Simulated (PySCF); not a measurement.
**Working with the constants of CsK⁺**

UHF-CCSD(T) constants of CsK⁺, ²Σ⁺ (doublet), unpaired electrons σ ↑ (PySCF, scalar-relativistic core potentials, basis sets Cs def2-SVPD with ECP46, K def2-SVPD; masses 132.9054 and 38.9637 u):

- ωe: 48.6 cm⁻¹
- ωexe: 0.0835 cm⁻¹
- Be: 0.021776 cm⁻¹
- αe: 6.78e-05 cm⁻¹
- D (centrifugal): 1.75e-08 cm⁻¹
- De to Cs⁺ + K: 0.56 eV

(1) Give the vibrational terms G(v) and spacings up to v = 6.

(2) How well does the Morse estimate ωe²/(4ωexe) reproduce De, and what is D0?

Correlated steps freeze 5 core orbitals. Correlated levels converge slowly with the basis: in double zeta they bind strong bonds too weakly, by up to about 1 eV, and carry superposition errors of some tenths. Spin–orbit coupling is left out. For an ion De counts to the pair picked by the measured ionisation energies or electron affinities, which need not be the lowest pair at this level. The state was picked by a PBE0 search and need not be the measured ground state.

Answers

(1) G(v) = ωe(v+½) − ωexe(v+½)².

```json
{"v": "0", "G(v) (cm⁻¹)": "24.3", "G(v) − G(v−1)": "", "Bv (cm⁻¹)": "0.02174"}
{"v": "1", "G(v) (cm⁻¹)": "72.7", "G(v) − G(v−1)": "48.4", "Bv (cm⁻¹)": "0.02167"}
{"v": "2", "G(v) (cm⁻¹)": "121.0", "G(v) − G(v−1)": "48.3", "Bv (cm⁻¹)": "0.02161"}
{"v": "3", "G(v) (cm⁻¹)": "169.1", "G(v) − G(v−1)": "48.1", "Bv (cm⁻¹)": "0.02154"}
{"v": "4", "G(v) (cm⁻¹)": "217.0", "G(v) − G(v−1)": "47.9", "Bv (cm⁻¹)": "0.02147"}
{"v": "5", "G(v) (cm⁻¹)": "264.8", "G(v) − G(v−1)": "47.8", "Bv (cm⁻¹)": "0.02140"}
{"v": "6", "G(v) (cm⁻¹)": "312.4", "G(v) − G(v−1)": "47.6", "Bv (cm⁻¹)": "0.02134"}
```

(2) It gives 0.88 eV, 157 % of the computed De. D0 = De − G(0) = 0.56 − 0.00 = 0.56 eV.
